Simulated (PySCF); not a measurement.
Cost of excited-state runs on `InChI=1S/C5H6NSSe/c7-2-1-5-3-6-8-4-5/h3-4H,1-2H2`, doublet

Molfile (atoms numbered from 1):
```
C5H6NSSe
     RDKit          3D

 14 14  0  0  0  0  0  0  0  0999 V2000
   -1.6020   -0.3897    2.0794 S   0  0  0  0  0  1  0  0  0  0  0  0
   -1.7876   -0.3128    0.2933 C   0  0  0  0  0  0  0  0  0  0  0  0
   -0.8200    0.6881   -0.3502 C   0  0  0  0  0  0  0  0  0  0  0  0
    0.5934    0.2336   -0.1831 C   0  0  0  0  0  0  0  0  0  0  0  0
    1.2457   -0.6548   -1.0760 C   0  0  0  0  0  0  0  0  0  0  0  0
    2.4588   -1.0385   -0.8047 N   0  0  0  0  0  0  0  0  0  0  0  0
    3.0226   -0.3123    0.7181 Se  0  0  0  0  0  2  0  0  0  0  0  0
    1.3990    0.5431    0.8779 C   0  0  0  0  0  0  0  0  0  0  0  0
   -2.8211   -0.0271    0.0909 H   0  0  0  0  0  0  0  0  0  0  0  0
   -1.6132   -1.3177   -0.0948 H   0  0  0  0  0  0  0  0  0  0  0  0
   -0.9587    1.6667    0.1127 H   0  0  0  0  0  0  0  0  0  0  0  0
   -1.0623    0.7656   -1.4128 H   0  0  0  0  0  0  0  0  0  0  0  0
    0.7867   -1.0272   -1.9794 H   0  0  0  0  0  0  0  0  0  0  0  0
    1.1581    1.1828    1.7066 H   0  0  0  0  0  0  0  0  0  0  0  0
  1  2  1  0
  2  3  1  0
  3  4  1  0
  4  5  1  0
  5  6  2  0
  6  7  1  0
  7  8  1  0
  8  4  2  0
  2  9  1  0
  2 10  1  0
  3 11  1  0
  3 12  1  0
  5 13  1  0
  8 14  1  0
M  RAD  1   1   2
M  END
```

PySCF with density fitting, on 1 thread of an Arm Neoverse N1, shared host. Command: `OMP_NUM_THREADS=1 python excited_run.py task.json out`

(1) How long does this run take, and how much memory?
- open-shell absorption, CAM-B3LYP/6-31G*; 25 states; full response; fitting basis def2-universal-jkfit; level shift 0.2 Eh

## Answers

(1) 
```tsv
run	level	basis functions	wall time	peak memory (GiB)
open-shell absorption	CAM-B3LYP/6-31G*	146	4.6 min	0.87
```
Times from a shared host are rough.
